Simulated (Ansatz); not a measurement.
Cost and result for the atomization energy of GaH6NOSi2 (`[NH2][Ga]1[O][SiH2][SiH2]1`) (11 atoms, 11 bonds).

| atom | x (Å) | y (Å) | z (Å) |
| --- | --- | --- | --- |
| N1 | 2.4705 | -0.2113 | -1.1696 |
| Ga2 | 0.9145 | -0.0098 | -0.2872 |
| O3 | -0.5938 | -0.6414 | -1.1554 |
| Si4 | -1.8576 | -0.3316 | -0.1463 |
| Si5 | -0.5069 | 0.6602 | 1.5246 |
| H6 | 3.3660 | 0.0808 | -0.8209 |
| H7 | 2.5256 | -0.6423 | -2.0772 |
| H8 | -2.5615 | -1.5701 | 0.2892 |
| H9 | -2.8614 | 0.5892 | -0.7491 |
| H10 | -0.6001 | 2.1241 | 1.7756 |
| H11 | -0.2954 | -0.0479 | 2.8162 |

Charge 0, multiplicity 1. Correlated methods include outer-core shells of Ga, which these sets cover unevenly. Scalar relativity is left out up to krypton. All single points use the PBE0-D4/def2-TZVP geometry. It is one conformer, not always the lowest. Program: Ansatz. All runs use 4 threads of an Arm Neoverse V1 on a shared host. Times are those of one run each, without the atoms' runs, and a repeat can differ threefold. Electronic energies, without spin–orbit coupling; frozen cores. CCSD(T)/CBS adds CCSD(T) − MP2 in def2-TZVPP to the MP2 limit, and its time is that of the two runs behind it. T1 = 0.015. With those shells the extrapolation isn't a true limit. HSE06 is the plane-wave form, built on full-range PBE exchange.

CCSD(T)/CBS is a level of theory with its own doubt, some kJ/mol a heavy atom from the limit and from the frozen cores, so smaller differences don't rank the functionals.

```
                             level  functions  wall time
            LDA (SPW92)/def2-TZVPP        278      1.8 s
              revPBE-D4/def2-TZVPP        278      2.9 s
                PBE0-D4/def2-TZVPP        278      4.9 s
               HSE06-D4/def2-TZVPP        278      5.5 s
               BHLYP-D4/def2-TZVPP        278      5.5 s
           CAM-B3LYP-D4/def2-TZVPP        278        6 s
r2SCAN-D4/def2-TZVPP (with forces)        278      6.5 s
             r2SCANh-D4/def2-TZVPP        278      8.5 s
                  CCSD(T)/def2-SVP        126       11 s
                 B97M-V/def2-TZVPP        278       12 s
                    MP2/def2-QZVPP        523       33 s
                CCSD(T)/def2-TZVPP        278    5.2 min
                 CCSD(T)/CBS(def2)          –    5.8 min
```

Question: What atomization energy does each give, and how far from CCSD(T)/CBS? (Best estimate.)

Answer: Computed: 
| level | atomization (kJ/mol) | difference from CCSD(T)/CBS | per bond |
| --- | --- | --- | --- |
| LDA (SPW92)/def2-TZVPP | 4029.3 | 473.8 | 43.1 |
| revPBE-D4/def2-TZVPP | 3469.4 | -86.1 | -7.8 |
| PBE0-D4/def2-TZVPP | 3500.2 | -55.3 | -5.0 |
| HSE06-D4/def2-TZVPP | 3502.3 | -53.2 | -4.8 |
| BHLYP-D4/def2-TZVPP | 3424.8 | -130.7 | -11.9 |
| CAM-B3LYP-D4/def2-TZVPP | 3538.2 | -17.3 | -1.6 |
| r2SCAN-D4/def2-TZVPP (with forces) | 3542.6 | -12.9 | -1.2 |
| r2SCANh-D4/def2-TZVPP | 3515.9 | -39.6 | -3.6 |
| CCSD(T)/def2-SVP | 3251.4 | -304.1 | -27.6 |
| B97M-V/def2-TZVPP | 3549.5 | -6.0 | -0.5 |
| MP2/def2-QZVPP | 3557.3 | 1.8 | 0.2 |
| CCSD(T)/def2-TZVPP | 3447.5 | -108.0 | -9.8 |
| CCSD(T)/CBS(def2) | 3555.5 | 0.0 | 0.0 |

In def2-TZVPP, CCSD(T) changes the Hartree–Fock value by +983.7 kJ/mol (the triples alone add +59.5 kJ/mol) and MP2 by +1029.0 kJ/mol; breaking electron pairs costs correlation energy, which Hartree–Fock lacks. From BLYP to BHLYP (50 % exact exchange), in def2-TZVPP and without D4, the atomization energy moves by −59.1 kJ/mol: exact exchange takes away binding that semilocal exchange gives to molecules. Leaving LDA and LC-ωPBE aside and taking each functional with its dispersion term where it has one, the values, not all of them listed here, spread over 144.8 kJ/mol, from BHLYP-D4 to ωB97X-V. LDA lies +500.1 kJ/mol from PBE without D4, its usual overbinding.
